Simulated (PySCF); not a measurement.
**Optical rotation: `C=C[C@@H](Cl)[C@@H]1COC1=O`, C6H7ClO2**

Molfile (atoms numbered from 1):
```
C6H7ClO2
     RDKit          3D

 16 16  0  0  0  0  0  0  0  0999 V2000
    2.6080    0.2177    0.4663 C   0  0  0  0  0  0  0  0  0  0  0  0
    1.6386   -0.4638   -0.1154 C   0  0  0  0  0  0  0  0  0  0  0  0
    0.4120    0.1697   -0.6770 C   0  0  1  0  0  0  0  0  0  0  0  0
    0.4014   -0.0663   -2.4743 Cl  0  0  0  0  0  0  0  0  0  0  0  0
   -0.8553   -0.4492   -0.1168 C   0  0  2  0  0  0  0  0  0  0  0  0
   -2.1869    0.2599   -0.4124 C   0  0  0  0  0  0  0  0  0  0  0  0
   -2.3575    0.5432    0.9899 O   0  0  0  0  0  0  0  0  0  0  0  0
   -1.1892   -0.0512    1.3220 C   0  0  0  0  0  0  0  0  0  0  0  0
   -0.6691   -0.1691    2.3811 O   0  0  0  0  0  0  0  0  0  0  0  0
    2.5632    1.2882    0.5786 H   0  0  0  0  0  0  0  0  0  0  0  0
    3.4810   -0.2703    0.8619 H   0  0  0  0  0  0  0  0  0  0  0  0
    1.6973   -1.5375   -0.2243 H   0  0  0  0  0  0  0  0  0  0  0  0
    0.4219    1.2514   -0.5207 H   0  0  0  0  0  0  0  0  0  0  0  0
   -0.8640   -1.5265   -0.2870 H   0  0  0  0  0  0  0  0  0  0  0  0
   -2.1142    1.1793   -0.9937 H   0  0  0  0  0  0  0  0  0  0  0  0
   -2.9949   -0.3663   -0.7897 H   0  0  0  0  0  0  0  0  0  0  0  0
  1  2  2  0
  2  3  1  0
  3  4  1  0
  3  5  1  0
  5  6  1  0
  6  7  1  0
  7  8  1  0
  8  9  2  0
  8  5  1  0
  1 10  1  0
  1 11  1  0
  2 12  1  0
  3 13  1  6
  5 14  1  1
  6 15  1  0
  6 16  1  0
M  END
```

Computed, not measured: TDDFT B3LYP/def2-SVPD circular dichroism and optical rotation, one conformer, gas phase (PySCF). Geometry: GFN2-xTB.

The molecule is flexible and this is one conformer; a measurement averages over conformers.

Stereocentres: C3 R, C5 R.

Q: What is the specific rotation at 633, 589.3, 546, 436, 405, 365, 355 nm?

A: [α] in deg dm⁻¹ (g/mL)⁻¹:
```tsv
λ (nm)	origin-invariant length gauge	modified velocity gauge	length gauge (centre of mass)	isotropic polarisability (au)
633	-54.5	-59.6	-54.0	92.3
589.3	-63.6	-69.4	-62.9	92.7
546	-75.0	-81.8	-74.2	93.2
436	-124.1	-134.6	-122.8	95.2
405	-147.7	-159.8	-146.1	96.1
365	-191.3	-206.1	-189.2	97.7
355	-205.8	-221.4	-203.6	98.2
```

Q: And for the mirror image at 589.3 nm?

A: +63.6 deg dm⁻¹ (g/mL)⁻¹ (origin-invariant length gauge): the same size and the opposite sign.

Q: What is the molar rotation [Φ] = [α]·M/100 of the geometry above at 589.3 nm?

A: With M = 146.57 g/mol, -93.2 deg cm² dmol⁻¹ (origin-invariant length gauge).

The first excitation lies at 5.70 eV (217 nm) with R = -25.4 × 10⁻⁴⁰ esu² cm² (velocity form).
